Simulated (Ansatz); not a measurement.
Basis-set extrapolation for `CCCCOC(=O)CCCl` (PBE0-D4/def2-TZVP geometry, frozen core, the Gaussian-basis code of Ansatz). Multiplicity 1, RHF reference.

```csv
,def2-TZVPP,def2-QZVPP
HF,-882.073985,-882.105889
MP2 correlation,-1.844219,-1.976357
CCSD(T) correlation,-2.002974,not run
```

Energies in hartree. Use E(X) = E(∞) + A·exp(−7.88·√X) for Hartree–Fock and E(X) = E(∞) + B·X^(−2.97) for correlation, with X = 3 and 4, and add CCSD(T) minus MP2 of the smaller set to the MP2 limit.

What is the CCSD(T) energy at the basis-set limit?

HF limit: -882.105889 + (-0.031904) × 0.13774 = -882.11028. MP2 limit: -1.976357 + (-0.132138) × 0.74074 = -2.07424. Higher-order term: -2.002974 − (-1.844219) = -0.15875. Total: -884.34327 hartree, 699.2 kJ/mol below CCSD(T)/def2-TZVPP.
